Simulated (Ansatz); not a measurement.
The cluster Sn₂Te₃. Total charge 0; singlet. Geometry PBE0-D4/def2-SVP, basis def2-TZVP, Ansatz.

```xyz
5

Sn   -1.717   -1.431    0.663
Sn    0.222   -0.339   -1.173
Te    2.018    0.823   -2.558
Te   -1.195    1.389    1.093
Te    0.672   -0.442    1.976
```

```tsv
run	HOMO (eV)	LUMO (eV)
A	-5.16	-3.55
B	-5.21	-3.29
C	-6.00	-2.65
D	-4.98	-3.32
E	-8.05	-0.93
F	-5.85	-2.64
```

In the def2 sets Sn, Te take a core potential; there is no spin–orbit coupling. LC-ωPBE has ω = 0.4 bohr⁻¹. Another isomer (singlet) lies 1.18 eV lower at PBE0-D4/def2-TZVP; other spin states weren't run for this one.

Question: The runs used LC-ωPBE, LDA (SPW92), PBE, PBE0, r2SCAN, r2SCAN0. Estimate which is which.

Answer: A LDA (SPW92) (0 % exact exchange); B r2SCAN (0 % exact exchange); C r2SCAN0 (25 % exact exchange); D PBE (0 % exact exchange); E LC-ωPBE (range-separated); F PBE0 (25 % exact exchange). Exact exchange lowers occupied and raises empty levels; among semilocal functionals meta-GGAs tend to open the gap a little, and such runs are hard to tell apart. The gap grows from 1.61 eV (LDA (SPW92)) to 7.13 eV (LC-ωPBE).
